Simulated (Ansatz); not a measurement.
ClFH2HfOSe, SMILES `[OH][Hf]([F])([Cl])[SeH]`, relaxed with RKS PBE0-D4/def2-TZVP in Ansatz from a PBE-D4/def2-SVP geometry. The force threshold is 0.005 eV/Å; the program also tests the step.

Charge 0, multiplicity 1. Hf: def2 effective core potential.

Start:

```xyz
7

O    -0.071   -1.529   -0.430
Hf   -0.509    0.316   -0.205
F    -1.201    1.132   -1.792
Cl   -2.062    0.540    1.566
Se    1.671    1.595    0.359
H     0.051   -2.464   -0.639
H     2.122    0.410    1.139
```

**Question.** By how much does the energy fall, and how many steps does the optimiser take? (An estimate is asked.)

**Answer.** Ansatz gave: 2.41 kJ/mol, in 15 steps, 1 of them rejected.

**Question.** Which bonds change most? (Estimate.)

**Answer.** Computed: Hf2–F3 from 1.913 to 1.894 Å; Hf2–Cl4 from 2.367 to 2.348 Å; O1–Hf2 from 1.909 to 1.891 Å; Se5–H7 from 1.489 to 1.472 Å.

**Question.** Give the relaxed structure. (An estimate is asked.)

**Answer.** The calculation gave: 
```xyz
7

O    -0.044   -1.495   -0.393
Hf   -0.507    0.325   -0.171
F    -1.180    1.091   -1.767
Cl   -2.143    0.537    1.501
Se    1.641    1.612    0.460
H     0.038   -2.420   -0.605
H     2.195    0.349    0.974
```
